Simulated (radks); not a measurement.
Values are calculated unless marked as measured or tabulated.
All-electron atom: Br IV in [Ar] 3d10 4s1.75 4p2 5p0.25 (fractional occupations, a model configuration). Level of theory: scalar-relativistic Kohn-Sham, TASK exchange with Perdew-Wang LDA correlation, spin-polarised, spherical densities, finite nucleus; open shells are filled with parallel spins first; meta-GGA in the generalised Kohn-Sham scheme; Fermi nuclear charge, rms radius 4.1629 fm (a radial shooting solver on a logarithmic mesh with Libxc functionals).

Unscreened Slater integrals over Kohn-Sham orbitals (cm^-1). They are taken over the spin-up orbitals.

\begin{tabular}{lr}
integral & value \\ \hline
F0(5p,5p) & 43577 \\
F2(5p,5p) & 24961 \\
F0(5p,4p) & 53878 \\
F2(5p,4p) & 12863 \\
G0(5p,4p) & 2437.8 \\
G2(5p,4p) & 3194.3 \\
F0(5p,4s) & 54445 \\
G1(5p,4s) & 3672.3 \\
F0(5p,3d) & 57582 \\
F2(5p,3d) & 4544.8 \\
G1(5p,3d) & 1309.5 \\
G3(5p,3d) & 1275.3 \\
F0(4p,4p) & 114780 \\
F2(4p,4p) & 61375 \\
F0(4p,4s) & 120710 \\
G1(4p,4s) & 82160 \\
F0(4p,3d) & 147430 \\
F2(4p,3d) & 33264 \\
G1(4p,3d) & 11712 \\
G3(4p,3d) & 10812 \\
F0(4s,4s) & 127930 \\
F0(4s,3d) & 162060 \\
G2(4s,3d) & 14726 \\
F0(3d,3d) & 342870 \\
F2(3d,3d) & 164100 \\
F4(3d,3d) & 103240 \\
\end{tabular}

Derived for the open shells (J is the average intra-shell exchange parameter used in DFT+U). 4p: J = F2/5 = 12280 cm^-1; in LS coupling 1D lies 6 F2/25 = 14730 cm^-1 above 3P. 5p: J = F2/5 = 4992 cm^-1.
